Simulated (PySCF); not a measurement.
**Technetium: highly charged ions in a basis for the neutral atom**

Tc(19+) [Ar] 3d6, Tc(20+) [Ar] 3d5. Computed with PySCF 2.14 in x2c-TZVPall (8s6p6d1f, 63 functions), with scalar relativity by spin-free X2C-1e. No spin-orbit coupling, so a gap to NIST mixes the basis error with missing relativistic terms.

Changed run: basis of the neutral atom used for a highly charged ion. This setting is unsound on purpose.

| species | method | sound run (hartree) | changed run (hartree) | converged |
| --- | --- | --- | --- | --- |
| Tc(19+) | UHF | not run | -4101.50579 | yes |
| Tc(19+) | B3LYP | not run | -4102.68751 | yes |
| Tc(19+) | M06-2X | not run | -4103.10566 | yes |
| Tc(20+) | UHF | not run | -4070.83746 | yes |
| Tc(20+) | B3LYP | not run | -4071.90420 | yes |
| Tc(20+) | M06-2X | not run | -4072.33359 | yes |

Ionisation energy of Tc(19+):

| method | changed run (eV) | NIST (eV) |
| --- | --- | --- |
| UHF | 834.53 | 829 ± 4 |
| B3LYP | 837.66 | 829 ± 4 |
| M06-2X | 837.35 | 829 ± 4 |

The contracted functions were made for the neutral atom and can be too rigid for a highly charged ion.
